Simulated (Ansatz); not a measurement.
Relaxation of ClGaH4Si (7 atoms, charge 0, multiplicity 1), to a largest force component of 0.02 eV/Å in at most 40 steps.

Method: RHF/def2-SVP (Ansatz).

```xyz
7
Properties=species:S:1:pos:R:3:forces:R:3
Si -0.922 0.560 -0.301 -0.04 0.17 -0.41
Ga 1.012 -0.653 0.480 -0.56 -0.14 1.94
Cl 2.628 -1.258 -0.719 0.93 -0.29 -0.98
H -2.036 -0.348 -0.633 -0.10 -0.21 0.01
H -0.555 1.293 -1.528 0.01 0.11 -0.15
H -1.412 1.536 0.686 0.01 0.09 0.25
H 1.285 -1.131 2.015 -0.25 0.27 -0.67
```

Where does it end, and by what steps?

The run converged. After 5 steps the energy has fallen by 0.123 eV; Cl3 moved furthest, 0.12 Å.

| step | energy less start (eV) | largest force component (eV/Å) | accepted |
| --- | --- | --- | --- |
| 0 | 0.0000 | 1.942 | yes |
| 1 | -0.1043 | 0.202 | yes |
| 2 | -0.1192 | 0.058 | yes |
| 3 | -0.1205 | 0.035 | yes |
| 4 | -0.1221 | 0.027 | yes |
| 5 | -0.1227 | 0.008 | yes |

```xyz
7
Properties=species:S:1:pos:R:3
Si -0.906 0.571 -0.317
Ga 1.000 -0.661 0.587
Cl 2.566 -1.230 -0.821
H -1.994 -0.385 -0.642
H -0.523 1.301 -1.548
H -1.418 1.538 0.686
H 1.276 -1.135 2.055
```

Whether the end is a true minimum wasn't checked by a vibrational analysis.

The run took 12 s on 1 thread of Arm Neoverse V1 (shared host), peak memory 0.17 GiB.
